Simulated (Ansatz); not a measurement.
Program: Ansatz. Geometries: PBE0-D4/def2-TZVP. ΔE: electronic, gas phase. CCSD(T)/CBS is the MP2 limit (def2-TZVPP, def2-QZVPP) plus CCSD(T) − MP2 in def2-TZVPP, frozen cores. For Ge outer-core shells are correlated without core-valence functions, which leaves a few kJ/mol of doubt a bond. Scalar relativity is left out up to krypton. Each species was taken in one conformer, which may not be the lowest.

Reaction (isomerisation): `F[CH]1O[SiH2][GeH2]1` → `O=[C]([SiH3])[GeH2][F]`

```
                 species  CCSD/def2-TZVPP energy (Eh)
  `F[CH]1O[SiH2][GeH2]1`                  -2580.53193
`O=[C]([SiH3])[GeH2][F]`                  -2580.52787
```

Q: Work out ΔE.

A: ΔE = (-2580.52787) − (-2580.53193) = 0.00406 Eh = +10.7 kJ/mol. CCSD(T)/CBS gives +16.8 kJ/mol.

Largest T1 diagnostic among the species: 0.014.

In def2-TZVPP, CCSD(T) changes the Hartree–Fock value by +22.5 kJ/mol (the triples alone add −0.2 kJ/mol) and MP2 by +25.5 kJ/mol. From PBE to PBE0 (25 % exact exchange), in def2-TZVPP and without D4, ΔE moves by +12.2 kJ/mol.
